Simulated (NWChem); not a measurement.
System: C4H4F2; SMILES C=C(F)/C=C\F

NWChem input:

```
start job
memory heap 200 mb stack 900 mb global 1100 mb
geometry units angstroms noautoz
  C      0.331509     2.234875     0.000000
  C      0.006438     0.937253     0.000000
  F     -1.278692     0.580030     0.000000
  C      0.952527    -0.164906     0.000000
  C      0.681149    -1.475034     0.000000
  F     -0.536600    -1.986856     0.000000
  H     -0.447457     2.998146     0.000000
  H      1.377599     2.539524     0.000000
  H      2.009925     0.105904     0.000000
  H      1.461434    -2.242142     0.000000
end
basis spherical
  * library def2-svp
end
dft
  xc b3lyp
  iterations 150
  mulliken
end
task dft energy
```

Parts of the log:

```
             Northwest Computational Chemistry Package (NWChem) 7.3.0
             --------------------------------------------------------

 CS  symmetry detected

                             Geometry "geometry" -> ""
                             -------------------------

 Output coordinates in angstroms (scale by  1.889725989 to convert to a.u.)

  No.       Tag          Charge          X              Y              Z
 ---- ---------------- ---------- -------------- -------------- --------------
    1 C                    6.0000     0.33508553     2.23613978     0.00000000
    2 C                    6.0000     0.00928128     0.93870169     0.00000000
    3 F                    9.0000    -1.27605039     0.58220499     0.00000000
    4 C                    6.0000     0.95474728    -0.16399178     0.00000000
    5 C                    6.0000     0.68262896    -1.47396622     0.00000000
    6 F                    9.0000    -0.53540909    -1.98509997     0.00000000
    7 H                    1.0000    -0.44344901     2.99985086     0.00000000
    8 H                    1.0000     1.38134752     2.54019757     0.00000000
    9 H                    1.0000     2.01229815     0.10622062     0.00000000
   10 H                    1.0000     1.46248033    -2.24151504     0.00000000

 Effective nuclear repulsion energy (a.u.)     222.2473731658

      Symmetry information
      --------------------

 Group name             Cs
 Group number              2
 Group order               2
 No. of unique centers    10

                                 NWChem DFT Module
                                 -----------------

 Summary of "ao basis" -> "ao basis" (spherical)
 ------------------------------------------------------------------------------
       Tag                 Description            Shells   Functions and Types
 ---------------- ------------------------------  ------  ---------------------
 C                          def2-svp                 6       14   3s2p1d
 F                          def2-svp                 6       14   3s2p1d
 H                          def2-svp                 3        5   2s1p

      Symmetry analysis of basis
      --------------------------

        a'         76
        a"         28

            General Information
            -------------------
          SCF calculation type: DFT
          Wavefunction type:  closed shell.
          No. of atoms     :    10
          No. of electrons :    46
           Alpha electrons :    23
            Beta electrons :    23
          Charge           :     0
          Spin multiplicity:     1
          Use of symmetry is: on ; symmetry adaption is: on
          Maximum number of iterations: 150
          AO basis - number of functions:   104
                     number of shells:    48
          Convergence on energy requested:  1.00D-06
          Convergence on density requested:  1.00D-05
          Convergence on gradient requested:  5.00D-04

              XC Information
              --------------
                         B3LYP Method XC Potential
                     Hartree-Fock (Exact) Exchange  0.200
                        Slater Exchange Functional  0.800 local
                    Becke 1988 Exchange Functional  0.720 non-local
              Lee-Yang-Parr Correlation Functional  0.810
                  VWN I RPA Correlation Functional  0.190 local

             Grid Information
             ----------------
          Grid used for XC integration:  medium
          Radial quadrature: Mura-Knowles
          Angular quadrature: Lebedev.
          Tag              B.-S. Rad. Rad. Pts. Rad. Cut. Ang. Pts.
          ---              ---------- --------- --------- ---------
          C                   0.70       49          12.0       434
          F                   0.50       49          12.0       434
          H                   0.35       45          13.0       434
          Grid pruning is: on
          Number of quadrature shells:   474
          Spatial weights used:  Erf1

      Superposition of Atomic Density Guess
      -------------------------------------

 Sum of atomic energies:        -351.08138089

      Non-variational initial energy
      ------------------------------

 Total energy =    -354.002797
 1-e energy   =    -923.197706
 2-e energy   =     346.947536
 HOMO         =      -0.249905
 LUMO         =      -0.007873

      Symmetry analysis of molecular orbitals - initial
      -------------------------------------------------

  Numbering of irreducible representations:

     1 a'          2 a"

  Orbital symmetries:

     1 a'          2 a'          3 a'          4 a'          5 a'
     6 a'          7 a'          8 a'          9 a'         10 a'
    11 a'         12 a'         13 a'         14 a'         15 a"
    16 a"         17 a'         18 a'         19 a'         20 a'
    21 a'         22 a"         23 a"         24 a"         25 a'
    26 a"         27 a'         28 a'         29 a'         30 a'
    31 a'         32 a'         33 a'

     ---------------------------------------------
      Total Density - Mulliken Population Analysis
     ---------------------------------------------

    Atom       Charge   Shell Charges
 -----------   ------   -------------------------------------------------------
    1 C    6     6.43   1.99  0.97  0.28  2.11  1.06  0.02
    2 C    6     5.43   1.99  0.92  0.18  1.62  0.63  0.08
    3 F    9     9.37   1.99  1.14  0.76  3.43  2.04  0.01
    4 C    6     6.36   1.99  0.98  0.23  2.07  1.06  0.03
    5 C    6     5.47   1.99  0.92  0.25  1.62  0.61  0.07
    6 F    9     9.35   1.99  1.14  0.76  3.43  2.03  0.01
    7 H    1     0.89   0.66  0.20  0.03
    8 H    1     0.88   0.66  0.20  0.03
    9 H    1     0.88   0.66  0.20  0.03
   10 H    1     0.94   0.69  0.23  0.02

   convergence    iter        energy       DeltaE   RMS-Dens  Diis-err
 ---------------- ----- ----------------- --------- --------- ---------
 d= 0,ls=0.0,diis     1   -354.0885890349 -5.76D+02  1.57D-02  9.01D-01
 d= 0,ls=0.0,diis     2   -354.0460098353  4.26D-02  8.49D-03  1.39D+00
 d= 0,ls=0.0,diis     3   -354.1881145902 -1.42D-01  2.60D-03  6.33D-02
 d= 0,ls=0.0,diis     4   -354.1938340154 -5.72D-03  1.15D-03  2.15D-02
 d= 0,ls=0.0,diis     5   -354.1966049147 -2.77D-03  2.28D-04  1.07D-03
  Resetting Diis
 d= 0,ls=0.0,diis     6   -354.1966846115 -7.97D-05  7.97D-05  7.28D-05
 d= 0,ls=0.0,diis     7   -354.1966926572 -8.05D-06  5.42D-05  7.35D-06
 d= 0,ls=0.0,diis     8   -354.1966905119  2.15D-06  3.50D-05  2.49D-05
 d= 0,ls=0.0,diis     9   -354.1966935918 -3.08D-06  2.35D-06  1.02D-07
 d= 0,ls=0.0,diis    10   -354.1966936011 -9.27D-09  8.25D-07  9.20D-09

         Total DFT energy =     -354.196693601086
      One electron energy =     -926.763873976611
           Coulomb energy =      394.374179775965
    Exchange-Corr. energy =      -44.054372566210
 Nuclear repulsion energy =      222.247373165770

 Numeric. integr. density =       45.999999817368

                  Occupations of the irreducible representations
                  ----------------------------------------------

                     irrep           alpha         beta
                     --------     --------     --------
                     a'               19.0         19.0
                     a"                4.0          4.0

                       DFT Final Molecular Orbital Analysis
                       ------------------------------------

 Vector   21  Occ=2.000000D+00  E=-3.638752D-01  Symmetry=a'
              MO Center= -1.8D-01, -2.7D-01, -5.8D-16, r^2= 3.6D+00
   Bfn.  Coefficient  Atom+Function         Bfn.  Coefficient  Atom+Function
  ----- ------------  ---------------      ----- ------------  ---------------
    33      0.387209   3 F  py               75      0.283710   6 F  py
    36     -0.253361   3 F  py               19      0.230870   2 C  py
    47     -0.226148   4 C  py              100     -0.210707  10 H  s
     5     -0.187108   1 C  py               74     -0.186690   6 F  px
    78     -0.187465   6 F  py               61      0.182156   5 C  py

 Vector   22  Occ=2.000000D+00  E=-3.162226D-01  Symmetry=a"
              MO Center=  2.5D-01,  1.5D-01, -9.6D-15, r^2= 2.8D+00
   Bfn.  Coefficient  Atom+Function         Bfn.  Coefficient  Atom+Function
  ----- ------------  ---------------      ----- ------------  ---------------
    48      0.351110   4 C  pz               34      0.295500   3 F  pz
    20      0.262914   2 C  pz               51      0.255566   4 C  pz
    37     -0.217757   3 F  pz               62      0.214170   5 C  pz
    76      0.207958   6 F  pz                6      0.197691   1 C  pz
    79     -0.155666   6 F  pz                9      0.138604   1 C  pz

 Vector   23  Occ=2.000000D+00  E=-2.397841D-01  Symmetry=a"
              MO Center=  3.5D-01,  5.8D-01, -2.4D-16, r^2= 3.8D+00
   Bfn.  Coefficient  Atom+Function         Bfn.  Coefficient  Atom+Function
  ----- ------------  ---------------      ----- ------------  ---------------
     6      0.375329   1 C  pz               62     -0.303833   5 C  pz
     9      0.290649   1 C  pz               20      0.248437   2 C  pz
    48     -0.235161   4 C  pz               76     -0.199892   6 F  pz
    65     -0.197918   5 C  pz               51     -0.174467   4 C  pz
    79      0.162520   6 F  pz               34      0.157180   3 F  pz

 Vector   24  Occ=0.000000D+00  E=-3.910128D-02  Symmetry=a"
              MO Center=  4.8D-01,  2.0D-01, -6.5D-16, r^2= 4.0D+00
   Bfn.  Coefficient  Atom+Function         Bfn.  Coefficient  Atom+Function
  ----- ------------  ---------------      ----- ------------  ---------------
    65      0.449245   5 C  pz                9      0.420896   1 C  pz
    62      0.417426   5 C  pz                6      0.334186   1 C  pz
    51     -0.310059   4 C  pz               23     -0.279183   2 C  pz
    20     -0.272546   2 C  pz               48     -0.252978   4 C  pz
    76      0.171813   6 F  pz               79     -0.166964   6 F  pz

 Vector   25  Occ=0.000000D+00  E= 5.409638D-02  Symmetry=a'
              MO Center=  1.8D+00, -9.5D-02, -3.3D-17, r^2= 5.4D+00
   Bfn.  Coefficient  Atom+Function         Bfn.  Coefficient  Atom+Function
  ----- ------------  ---------------      ----- ------------  ---------------
    96      1.297213   9 H  s               101      0.985176  10 H  s
    91      0.812217   8 H  s                59     -0.798087   5 C  s
     3     -0.648662   1 C  s                45     -0.573714   4 C  s
    49     -0.558495   4 C  px               63     -0.426367   5 C  px
     7     -0.358240   1 C  px               50     -0.320524   4 C  py

 Vector   26  Occ=0.000000D+00  E= 7.915911D-02  Symmetry=a"
              MO Center=  4.6D-01,  4.4D-01, -9.7D-16, r^2= 3.2D+00
   Bfn.  Coefficient  Atom+Function         Bfn.  Coefficient  Atom+Function
  ----- ------------  ---------------      ----- ------------  ---------------
    23      0.670769   2 C  pz               51     -0.672366   4 C  pz
    20      0.487486   2 C  pz                9     -0.482293   1 C  pz
    65      0.448101   5 C  pz               48     -0.372763   4 C  pz
    62      0.265938   5 C  pz                6     -0.209889   1 C  pz
    37     -0.172064   3 F  pz               34      0.163948   3 F  pz

     ---------------------------------------------
      Total Density - Mulliken Population Analysis
     ---------------------------------------------

    Atom       Charge   Shell Charges
 -----------   ------   -------------------------------------------------------
    1 C    6     6.08   1.99  0.90  0.23  2.10  0.84  0.02
    2 C    6     5.77   1.99  0.93  0.13  2.02  0.61  0.09
    3 F    9     9.19   1.99  1.14  0.76  3.36  1.93  0.01
    4 C    6     6.09   1.99  0.91  0.22  2.13  0.81  0.03
    5 C    6     5.80   1.99  0.92  0.19  2.00  0.62  0.08
    6 F    9     9.17   1.99  1.14  0.76  3.36  1.91  0.01
    7 H    1     0.97   0.74  0.20  0.02
    8 H    1     0.98   0.74  0.21  0.02
    9 H    1     0.98   0.75  0.21  0.02
   10 H    1     0.98   0.75  0.21  0.02

     -------------------------------------------
      Total Density - Lowdin Population Analysis
     -------------------------------------------

    Atom       Charge   Shell Charges
 -----------   ------   -------------------------------------------------------
    1 C    6     6.10   1.97  0.60  0.32  1.90  1.25  0.06
    2 C    6     5.92   1.96  0.61  0.28  1.83  1.04  0.20
    3 F    9     9.06   1.98  1.01  0.73  3.23  2.10  0.01
    4 C    6     6.11   1.97  0.61  0.30  1.95  1.21  0.09
    5 C    6     5.90   1.96  0.61  0.30  1.81  1.05  0.18
    6 F    9     9.05   1.98  1.01  0.73  3.22  2.09  0.01
    7 H    1     0.96   0.62  0.27  0.07
    8 H    1     0.97   0.63  0.27  0.07
    9 H    1     0.95   0.63  0.26  0.07
   10 H    1     0.98   0.64  0.27  0.07

     Multipole analysis of the density
     ---------------------------------

     L   x y z        total         alpha         beta         nuclear
     -   - - -        -----         -----         ----         -------
     0   0 0 0     -0.000000    -23.000000    -23.000000     46.000000

     1   1 0 0      0.918801      0.459400      0.459400      0.000000
     1   0 1 0      0.053077      0.026539      0.026539     -0.000000
     1   0 0 1     -0.000000     -0.000000     -0.000000      0.000000

     2   2 0 0    -23.769538    -73.426753    -73.426753    123.083969
     2   1 1 0     -1.349073      0.102071      0.102071     -1.553214
     2   1 0 1     -0.000000     -0.000000     -0.000000      0.000000
     2   0 2 0    -22.846200   -203.348795   -203.348795    383.851390
     2   0 1 1      0.000000      0.000000      0.000000      0.000000
     2   0 0 2    -26.146598    -13.073299    -13.073299      0.000000
```

Level: B3LYP/def2-SVP. Coordinates come from a PBE0/def2-SVP optimisation.
